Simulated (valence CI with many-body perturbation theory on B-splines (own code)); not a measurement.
Values are calculated unless marked as measured or tabulated.
# Sensitivity of CI+MBPT for Pt³⁸⁺

Level of theory: configuration interaction combined with many-body perturbation theory (CI+MBPT): four valence electrons over a frozen Dirac-Fock core [Kr], radial functions for each j: 6 s, 6 p, 5 d, 5 f, 1 g, with the one-electron correlation potential Σ1 (screened to all orders), the two-electron term Σ2, the three-electron term Σ3, Breit, model QED; selected single and double excitations, second order for the rest, scaled by the run's own slope (own B-spline code, finite nucleus).

The last digits are not significant, and no measured levels were compared; by estimate large intervals hold to a few tenths of a per cent, small ones and those within an open d or f shell to about a per cent. Only levels of the ground parity were solved; by the run's estimate the other parity begins above the list, which can be wrong where configurations are misplaced.

The reference run has the lowest level (4d3/2^4) J=0 and an ionisation energy of 1764.79 eV. Its largest variational space holds 8693 state functions.

Levels are named by their leading jj configuration (3d3/2^4 stands for four electrons in 3d with j = 3/2), which in mixed levels can hold well under half, so a name can repeat and another be missing. Letters in brackets count levels of one name in rising energy.

Changed runs:
A. correlating orbitals by l 3 3 3 3 1 → 6 1 1 2 3; shift of the energy in Σ1 (hartree) 0 → -29.4
B. scale of Σ1 1 → 0; three-electron term on → off
C. scale of Σ2 1 → 0; scale of Σ1 1 → 0; three-electron term on → off
D. Davidson iteration limit 60 → 2 (bad on purpose)

Excitation energies of the reference run in cm⁻¹, and shifts in cm⁻¹:

```tsv
Level	Reference	A	B	C	D
(4d3/2^3 4d5/2) J=1	162785	+2217	-1569	-1941	0
(4d3/2^3 4d5/2) J=4	206215	+2223	-574	+2007	0
(4d3/2^3 4d5/2) J=2	210800	+2377	-1072	+381	0
(4d3/2^3 4d5/2) J=3	222567	+2332	-589	+1971	0
(4d3/2^2 4d5/2^2) J=0 [a]	356397	+4443	-1699	-2965	0
(4d3/2^2 4d5/2^2) J=2 [a]	359913	+4324	-2125	-1711	0
(4d3/2^2 4d5/2^2) J=4 [a]	367811	+4456	-2131	-789	0
(4d3/2^2 4d5/2^2) J=3 [a]	371957	+4444	-1797	-182	0
(4d3/2^2 4d5/2^2) J=5	388452	+4421	-1579	+2048	0
(4d3/2^2 4d5/2^2) J=1	400436	+4522	-1614	-330	0
(4d3/2^2 4d5/2^2) J=6	400781	+4421	-1621	+3197	+0.1
(4d3/2^2 4d5/2^2) J=3 [b]	413665	+4422	-1091	+2370	0
Ionisation energy (eV)	1764.79	+0.17	-2.84	-5.26	0
```

Run D: The Davidson iterations stopped at their limit.
